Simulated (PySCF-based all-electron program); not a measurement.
**H3IrN2, singlet: all-electron forces**

All-electron Kohn–Sham DFT on the free molecule, computed near the basis limit with an in-house program on PySCF integrals; Koelling–Harmon scalar relativity, no spin–orbit coupling, spin-restricted. Forces are good to about 0.011 eV/Å. Atoms are numbered as listed.

Shape A:

```xyz
6

Ir    0.0000    0.0000    0.0000
N     0.0000    0.0000    1.9770
N     0.0196    0.0000    3.0988
H     0.0588    0.0000   -1.6029
H     1.1015    1.0712   -0.0886
H     1.1015   -1.0712   -0.0886
```

PBE forces:

```
atom      Fx      Fy  Fz (eV/Å)
 Ir1   0.059   0.000     -0.040
  N2   0.002   0.000      0.103
  N3  -0.003   0.000     -0.077
  H4  -0.012   0.000     -0.005
  H5  -0.023  -0.015      0.010
  H6  -0.023   0.015      0.010
```

**Question.** What forces does LDA give in shape A?

**Answer.** The forces move by 0.492 eV/Å (r.m.s. over the atoms) from PBE.

```
atom      Fx      Fy  Fz (eV/Å)
 Ir1   0.171   0.000      0.564
  N2   0.029   0.000      0.314
  N3  -0.014   0.000     -1.049
  H4   0.031   0.000      0.176
  H5  -0.108  -0.154     -0.003
  H6  -0.108   0.154     -0.003
```

**Question.** What forces does PBEsol give in shape A?

**Answer.** The forces move by 0.203 eV/Å (r.m.s. over the atoms) from PBE.

```csv
atom,Fx,Fy,Fz (eV/Å)
Ir1,0.138,0.000,0.295
N2,0.014,0.000,-0.087
N3,-0.004,0.000,-0.318
H4,0.013,0.000,0.100
H5,-0.081,-0.107,0.005
H6,-0.081,0.107,0.005
```

Shape B:

| atom | x (Å) | y (Å) | z (Å) |
| --- | --- | --- | --- |
| Ir | 0.0000 | 0.0000 | 0.0000 |
| N | 0.0000 | 0.0000 | 1.7793 |
| N | 0.0196 | 0.0000 | 2.9011 |
| H | 0.0588 | 0.0000 | -1.6029 |
| H | 1.1015 | 1.0712 | -0.0886 |
| H | 1.1015 | -1.0712 | -0.0886 |

Against shape A, Ir1–N2 goes from 1.977 to 1.779 Å.

LDA forces:

| atom | Fx | Fy | Fz (eV/Å) |
| --- | --- | --- | --- |
| Ir1 | 0.031 | 0.000 | -3.624 |
| N2 | 0.096 | 0.000 | 4.029 |
| N3 | -0.031 | 0.000 | 0.143 |
| H4 | 0.078 | 0.000 | -0.550 |
| H5 | -0.087 | -0.144 | 0.000 |
| H6 | -0.087 | 0.144 | 0.000 |

**Question.** What forces does PBEsol give in shape B?

**Answer.** The forces move by 0.357 eV/Å (r.m.s. over the atoms) from LDA.

```json
{"atom": "Ir1", "Fx": "0.005", "Fy": "0.000", "Fz (eV/Å)": "-3.967"}
{"atom": "N2", "Fx": "0.083", "Fy": "0.000", "Fz (eV/Å)": "3.710"}
{"atom": "N3", "Fx": "-0.023", "Fy": "0.000", "Fz (eV/Å)": "0.873"}
{"atom": "H4", "Fx": "0.059", "Fy": "0.000", "Fz (eV/Å)": "-0.634"}
{"atom": "H5", "Fx": "-0.062", "Fy": "-0.100", "Fz (eV/Å)": "0.009"}
{"atom": "H6", "Fx": "-0.062", "Fy": "0.100", "Fz (eV/Å)": "0.009"}
```

**Question.** What forces does HSE06 give in shape B?

**Answer.** The forces move by 1.226 eV/Å (r.m.s. over the atoms) from LDA.

| atom | Fx | Fy | Fz (eV/Å) |
| --- | --- | --- | --- |
| Ir1 | 0.289 | 0.000 | -4.641 |
| N2 | 0.185 | 0.000 | 6.387 |
| N3 | -0.076 | 0.000 | -1.369 |
| H4 | 0.027 | 0.000 | -0.523 |
| H5 | -0.213 | -0.222 | 0.073 |
| H6 | -0.213 | 0.222 | 0.073 |
